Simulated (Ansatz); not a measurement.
`[SiH3][GeH2][SiH2][GeH2][SiH2][GeH3]` + H₂ → `[SiH3][GeH2][SiH2][GeH2][SiH3]` + GeH₄  (hydrogenolysis of the Si–Ge bond)

Calculated with Ansatz (gas phase, PBE0-D4/def2-TZVP geometries, no zero-point term in ΔE). CBS: MP2 limit from def2 TZ/QZ plus the TZ coupled-cluster correction, frozen cores. This one scheme is used for every species. Functionals use def2-TZVPP. For Ge outer-core shells are correlated without core-valence functions, which leaves a few kJ/mol of doubt a bond. Scalar relativity is left out up to krypton. Each species was taken in one conformer, which may not be the lowest.

`[SiH3][GeH2][SiH2][GeH2][SiH2][GeH3]`:

Z-matrix (Å, degrees):
```
Si
Ge 1 2.380
H 1 1.487 2 109.8
H 1 1.486 2 109.8 3 119.7
H 1 1.486 2 110.9 3 -120.0
Si 2 2.383 1 113.5 3 -175.6
H 2 1.542 1 108.2 3 -54.1
H 2 1.542 1 109.4 3 62.3
Ge 6 2.381 2 110.7 1 -81.1
H 6 1.489 2 109.3 1 39.3
H 6 1.489 2 109.5 1 157.6
Si 9 2.380 6 109.9 2 52.5
H 9 1.541 6 109.3 2 -68.6
H 9 1.541 6 109.9 2 173.1
Ge 12 2.379 9 109.2 6 52.5
H 12 1.488 9 108.9 6 -67.3
H 12 1.489 9 110.9 6 173.6
H 15 1.539 12 109.8 9 68.7
H 15 1.539 12 110.1 9 -50.0
H 15 1.538 12 111.8 9 -170.6
```

H₂:

Cartesian coordinates in Å:
```
H -0.115 0.301 -0.189
H 0.115 -0.301 0.189
```

`[SiH3][GeH2][SiH2][GeH2][SiH3]`:

Z-matrix (Å, degrees):
```
Si
Ge 1 2.379
H 1 1.487 2 109.4
H 1 1.487 2 111.2 3 120.3
H 1 1.487 2 109.8 3 -119.1
Si 2 2.381 1 110.0 3 60.1
H 2 1.541 1 109.2 3 -59.1
H 2 1.540 1 110.3 3 -177.3
Ge 6 2.381 2 108.5 1 -49.7
H 6 1.489 2 110.4 1 -169.8
H 6 1.489 2 109.6 1 70.8
Si 9 2.379 6 109.9 2 -49.9
H 9 1.540 6 110.9 2 -172.1
H 9 1.541 6 108.8 2 69.6
H 12 1.487 9 109.4 6 59.9
H 12 1.487 9 111.2 6 -179.8
H 12 1.487 9 109.8 6 -59.2
```

GeH₄:

Cartesian coordinates in Å:
```
Ge 0.000 0.000 0.000
H -0.110 0.276 1.505
H 1.083 -1.058 -0.248
H 0.375 1.295 -0.731
H -1.347 -0.513 -0.526
```

**Question.** Is it downhill or uphill in electronic energy at CCSD(T)/CBS, and by how much? (An estimate is asked.)

**Answer.** Computed: Uphill: ΔE = +8.0 kJ/mol.

**Question.** What do these levels give: PBE-D4, revPBE-D4, r2SCAN-D4, PBE, PBE0, LC-ωPBE, RPA@PBE/def2-TZVPP, HF/def2-SVP, MP2/def2-SVP, CCSD/def2-TZVPP, HF/CBS(def2), CCSD/CBS(def2)? (An estimate is asked.)

**Answer.** Ansatz gave: PBE-D4 15.8, revPBE-D4 17.3, r2SCAN-D4 8.7, PBE 4.2, PBE0 0.2, LC-ωPBE -6.3, RPA@PBE/def2-TZVPP 0.4, HF/def2-SVP -39.1, MP2/def2-SVP -4.7, CCSD/def2-TZVPP -2.1, HF/CBS(def2) -35.6, CCSD/CBS(def2) 1.6 kJ/mol.

Largest T1 diagnostic among the species: 0.013.

From r2SCAN to r2SCAN0 (25 % exact exchange), in def2-TZVPP and without D4, ΔE moves by −3.2 kJ/mol. In def2-TZVPP, CCSD(T) changes the Hartree–Fock value by +38.1 kJ/mol (the triples alone add +6.5 kJ/mol) and MP2 by +43.2 kJ/mol. The D4 term adds +18.5 kJ/mol with B3LYP and +10.9 kJ/mol with PBE0; it sums over pairs of atoms, weighted by their polarisabilities, and B3LYP, whose exchange is more repulsive, gets the larger term.

B3LYP here is the variant with VWN-RPA as its local correlation; programs differ in this.
